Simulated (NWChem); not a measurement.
C$_{3}$H$_{4}$F$_{2}$O; SMILES CC(F)(F)C=O

```xyz
10

C     -1.5122     0.3635     0.0000
C     -0.0075     0.3537     0.0000
F      0.4913     1.0073    -1.1057
F      0.4913     1.0073     1.1057
C      0.6508    -1.0413     0.0000
O      0.0342    -2.0815     0.0000
H     -1.8923    -0.1586     0.8974
H     -1.8683     1.4107     0.0000
H     -1.8923    -0.1586    -0.8974
H      1.7801    -0.9851     0.0000
```
Atoms are numbered in this order, from 1.

Results from NWChem. Geometry: optimised at PBE-D3(BJ)/def2-SVP. Atomic charges in e: unrestrained fits to the electrostatic potential beside Mulliken populations; buried atoms are poorly determined by the fit.

Problem. Estimate the computed values for B3LYP/def2-SVP. Quantities: ESP C1; Mulliken C1; ESP C2; Mulliken C2; ESP F3; Mulliken F3; ESP F4; Mulliken F4; ESP C5; Mulliken C5; relative RMS misfit of the potential (%).

Solution. 
- ESP C1 = -0.28
- Mulliken C1 = 0.02
- ESP C2 = 0.68
- Mulliken C2 = 0.30
- ESP F3 = -0.31
- Mulliken F3 = -0.22
- ESP F4 = -0.31
- Mulliken F4 = -0.22
- ESP C5 = 0.32
- Mulliken C5 = 0.13
- relative RMS misfit of the potential (%) = 23
